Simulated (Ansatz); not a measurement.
The cluster Mg₅H₁₀. Charge 0, multiplicity 1. Geometry r2SCAN-D4/def2-SVP.

Cartesian coordinates in Å:
```
Mg 0.040 0.792 -1.414
Mg -0.746 0.505 1.388
Mg 0.719 -1.980 0.876
Mg 1.522 2.350 0.639
Mg -1.820 -1.406 -1.514
H -0.598 -0.361 -2.600
H 3.057 2.909 1.116
H 2.135 -2.853 1.252
H -1.549 0.441 -0.295
H 0.765 2.403 -1.114
H -3.423 -1.854 -1.888
H -0.056 2.134 1.689
H -0.475 -1.088 2.116
H 0.930 0.158 0.236
H -0.500 -2.148 -0.486
```

Another isomer (singlet) lies 0.18 eV lower at PBE0-D4/def2-TZVP; other spin states weren't run for this one.

Estimate the orbital energies around the gap (eV) in Ansatz with HF/STO-3G, PBE-D4/def2-SVP, revPBE-D4/def2-TZVP, PBE0-D4/def2-SVP, ωB97X-V/def2-TZVP.


```json
{"orbital": "HOMO−13", "HF/STO-3G": "-56.86", "PBE-D4/def2-SVP": "-47.19", "revPBE-D4/def2-TZVP": "-46.68", "PBE0-D4/def2-SVP": "-51.28", "ωB97X-V/def2-TZVP": "-53.18"}
{"orbital": "HOMO−12", "HF/STO-3G": "-56.78", "PBE-D4/def2-SVP": "-47.13", "revPBE-D4/def2-TZVP": "-46.63", "PBE0-D4/def2-SVP": "-51.23", "ωB97X-V/def2-TZVP": "-53.13"}
{"orbital": "HOMO−11", "HF/STO-3G": "-56.77", "PBE-D4/def2-SVP": "-47.07", "revPBE-D4/def2-TZVP": "-46.56", "PBE0-D4/def2-SVP": "-51.19", "ωB97X-V/def2-TZVP": "-53.08"}
{"orbital": "HOMO−10", "HF/STO-3G": "-56.74", "PBE-D4/def2-SVP": "-47.02", "revPBE-D4/def2-TZVP": "-46.51", "PBE0-D4/def2-SVP": "-51.14", "ωB97X-V/def2-TZVP": "-53.03"}
{"orbital": "HOMO−9", "HF/STO-3G": "-13.86", "PBE-D4/def2-SVP": "-11.42", "revPBE-D4/def2-TZVP": "-11.26", "PBE0-D4/def2-SVP": "-13.06", "ωB97X-V/def2-TZVP": "-15.95"}
{"orbital": "HOMO−8", "HF/STO-3G": "-11.19", "PBE-D4/def2-SVP": "-9.49", "revPBE-D4/def2-TZVP": "-9.36", "PBE0-D4/def2-SVP": "-10.93", "ωB97X-V/def2-TZVP": "-13.57"}
{"orbital": "HOMO−7", "HF/STO-3G": "-10.56", "PBE-D4/def2-SVP": "-9.02", "revPBE-D4/def2-TZVP": "-8.91", "PBE0-D4/def2-SVP": "-10.40", "ωB97X-V/def2-TZVP": "-13.02"}
{"orbital": "HOMO−6", "HF/STO-3G": "-9.37", "PBE-D4/def2-SVP": "-8.32", "revPBE-D4/def2-TZVP": "-8.25", "PBE0-D4/def2-SVP": "-9.61", "ωB97X-V/def2-TZVP": "-12.11"}
{"orbital": "HOMO−5", "HF/STO-3G": "-8.79", "PBE-D4/def2-SVP": "-7.84", "revPBE-D4/def2-TZVP": "-7.79", "PBE0-D4/def2-SVP": "-9.11", "ωB97X-V/def2-TZVP": "-11.56"}
{"orbital": "HOMO−4", "HF/STO-3G": "-8.21", "PBE-D4/def2-SVP": "-7.59", "revPBE-D4/def2-TZVP": "-7.54", "PBE0-D4/def2-SVP": "-8.81", "ωB97X-V/def2-TZVP": "-11.22"}
{"orbital": "HOMO−3", "HF/STO-3G": "-7.89", "PBE-D4/def2-SVP": "-7.41", "revPBE-D4/def2-TZVP": "-7.36", "PBE0-D4/def2-SVP": "-8.64", "ωB97X-V/def2-TZVP": "-11.07"}
{"orbital": "HOMO−2", "HF/STO-3G": "-6.99", "PBE-D4/def2-SVP": "-6.27", "revPBE-D4/def2-TZVP": "-6.21", "PBE0-D4/def2-SVP": "-7.43", "ωB97X-V/def2-TZVP": "-9.85"}
{"orbital": "HOMO−1", "HF/STO-3G": "-6.78", "PBE-D4/def2-SVP": "-6.14", "revPBE-D4/def2-TZVP": "-6.08", "PBE0-D4/def2-SVP": "-7.30", "ωB97X-V/def2-TZVP": "-9.72"}
{"orbital": "HOMO", "HF/STO-3G": "-6.57", "PBE-D4/def2-SVP": "-5.99", "revPBE-D4/def2-TZVP": "-5.93", "PBE0-D4/def2-SVP": "-7.15", "ωB97X-V/def2-TZVP": "-9.56"}
{"orbital": "LUMO", "HF/STO-3G": "8.64", "PBE-D4/def2-SVP": "-2.36", "revPBE-D4/def2-TZVP": "-2.19", "PBE0-D4/def2-SVP": "-1.72", "ωB97X-V/def2-TZVP": "-0.03"}
{"orbital": "LUMO+1", "HF/STO-3G": "9.01", "PBE-D4/def2-SVP": "-1.75", "revPBE-D4/def2-TZVP": "-1.64", "PBE0-D4/def2-SVP": "-1.06", "ωB97X-V/def2-TZVP": "0.64"}
{"orbital": "LUMO+2", "HF/STO-3G": "10.47", "PBE-D4/def2-SVP": "-1.43", "revPBE-D4/def2-TZVP": "-1.32", "PBE0-D4/def2-SVP": "-0.78", "ωB97X-V/def2-TZVP": "0.95"}
{"orbital": "LUMO+3", "HF/STO-3G": "11.71", "PBE-D4/def2-SVP": "-1.41", "revPBE-D4/def2-TZVP": "-1.28", "PBE0-D4/def2-SVP": "-0.75", "ωB97X-V/def2-TZVP": "0.98"}
{"orbital": "LUMO+4", "HF/STO-3G": "12.96", "PBE-D4/def2-SVP": "-1.20", "revPBE-D4/def2-TZVP": "-1.10", "PBE0-D4/def2-SVP": "-0.55", "ωB97X-V/def2-TZVP": "1.11"}
{"orbital": "LUMO+5", "HF/STO-3G": "13.77", "PBE-D4/def2-SVP": "-0.84", "revPBE-D4/def2-TZVP": "-0.78", "PBE0-D4/def2-SVP": "-0.22", "ωB97X-V/def2-TZVP": "1.35"}
```
